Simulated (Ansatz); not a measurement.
One geometry of CuO2, several levels of theory.

```yaml
crystal:
  periodic: [false, false, false]
  atoms:
    - {symbol: Cu, position_ang: [-0.672232, -1.043450, 0.823068]}
    - {symbol: O, position_ang: [0.677778, 1.033599, -0.250898]}
    - {symbol: O, position_ang: [-0.005547, 0.009851, -0.572180]}
basis:
  gaussian: {orbitals: def2-TZVP, initial_orbitals: start.molden}
magnetization: {spin_polarized: true, initial_magnetization: 1}
hamiltonian: {xc: pbe, dispersion: d4}
scf: {omitted_lower_state_checks: [starts]}
output: {orbitals: {seedname: orbitals}}
```

The file start.molden holds the orbitals of an earlier run on this structure, at another level or in another basis.

```sh
$ ansatz run in.yaml --threads 2 --pin off --events-out ev --progress --plain --max-ram 4352MiB
```

Output, abridged:

```
Functional definition: PBE
755 factors; their error is unknown
mean field evaluation 1: about -48722.4390 eV, gradient 7.2e0 eV
mean field evaluation 2: about -48722.6680 eV, gradient 5.0e-1 eV
mean field evaluation 4: about -48722.6399 eV, gradient 1.4e-1 eV
mean field evaluation 8: about -48722.6399 eV, gradient 1.4e-5 eV
mean field -48722.63991629 eV, -1790.5239915320 hartree, gradient 1.4e-5 eV, S^2 0.904309; 0 other end points of the search recorded, 0 dependent functions left out
reference -48722.63995995 eV, -1790.5239931365 hartree; 23, 22 occupied and 84, 85 virtual orbitals, 755 factors
Total energy: -48722.67979808 eV, -1790.5254571607 hartree
Checks for a lower state left out: starts
```

Run time 1.7 s (2 threads of Arm Neoverse V2 on a shared host).

As the first input, with `gaussian: {orbitals: "def2-QZVPP.json", initial_orbitals: start.molden}`, `hamiltonian: {xc: pbe0, dispersion: d4}` (abridged; 6.5 s):

```
Functional definition: PBE0
mean field -48723.25910589 eV, -1790.5467463304 hartree, gradient 7.4e-6 eV, S^2 0.928094
Total energy: -48723.29204863 eV, -1790.5479569537 hartree
Checks for a lower state left out: starts
```

First input, but with `gaussian: {orbitals: def2-TZVPD, initial_orbitals: start.molden}`, `hamiltonian: {xc: r2scan, dispersion: d4}` (abridged; 4.7 s):

```
Functional definition: r2SCAN
mean field -48730.74694770 eV, -1790.8219194412 hartree, gradient 5.0e-5 eV, S^2 1.105003
Total energy: -48730.75536563 eV, -1790.8222287947 hartree
Checks for a lower state left out: starts
```

First input, but with `hamiltonian: {xc: {name: B3LYP}, dispersion: d4}` (abridged; 2.5 s):

```
Functional definition: B3LYP
mean field -48734.20810848 eV, -1790.9491147539 hartree, gradient 6.0e-6 eV, S^2 0.937721
Total energy: -48734.27428618 eV, -1790.9515467394 hartree
Checks for a lower state left out: starts
```

As the first input, with `hamiltonian: {xc: pbe0, dispersion: d4}`, `output: {forces: true, orbitals: {seedname: orbitals}}` and without the key `scf` (abridged; 4.8 s):

```
Functional definition: PBE0
mean field evaluation 16: about -48721.7230 eV, gradient 3.2e0 eV
mean field evaluation 32: about -48721.8243 eV, gradient 2.6e-3 eV
mean field -48721.82428905 eV, -1790.4940177839 hartree, gradient 7.9e-6 eV, S^2 0.951092; 4 other end points of the search recorded, 0 dependent functions left out
Total energy: -48721.85723166 eV, -1790.4952284024 hartree
Atom 0 force    -0.067803    -0.108280     0.178200 eV/Å
Atom 1 force    -0.085020    -0.128505    -0.004558 eV/Å
Atom 2 force     0.152823     0.236786    -0.173642 eV/Å
Dipole moment:    -0.366833    -0.570912     0.496399 e Å
```

The first input with `gaussian: {orbitals: def2-TZVPD, initial_orbitals: start.molden}`, `hamiltonian: {xc: pbe0, dispersion: d4}` (abridged; 3.9 s):

```
Functional definition: PBE0
mean field -48721.89699011 eV, -1790.4966894987 hartree, gradient 8.6e-6 eV, S^2 0.944375
Total energy: -48721.92993955 eV, -1790.4979003684 hartree
Checks for a lower state left out: starts
```

As the first input, with `gaussian: {orbitals: "def2-QZVPP.json", initial_orbitals: start.molden}`, `correlation: {method: mp2, frozen_orbitals: {Cu: 9, O: 1}}` and without the key `hamiltonian` (abridged; 7.5 s):

```
Functional definition: HF
mean field -48671.29506673 eV, -1788.6371031136 hartree, gradient 1.3e-6 eV, S^2 0.772881
11 core orbitals not correlated: weight in the atoms' cores, before any rotation towards them, 1.000 or more for the frozen orbitals, at most 0.000 for the correlated occupied ones
second order -27.25719875 eV of doubles, -0.00000000 eV of singles
Total energy: -48698.55226548 eV, -1789.6387866920 hartree
Checks for a lower state left out: starts
```

Geometry: r2SCAN-D4/def2-TZVP.

B3LYP takes the VWN-RPA correlation. Correlated methods freeze 11 core orbitals. The structure holds one bond between oxygen atoms, so isomers without such links may lie far lower. At PBE-D4/def2-TZVP, PBE0-D4/def2-QZVPP, r2SCAN-D4/def2-TZVPD, B3LYP-D4/def2-TZVP and others the charge 0 doublet is spin-contaminated (final ⟨S²⟩ up to 1.11, 0.75 for a pure state). The structure comes from a short search, and lower isomers may exist.
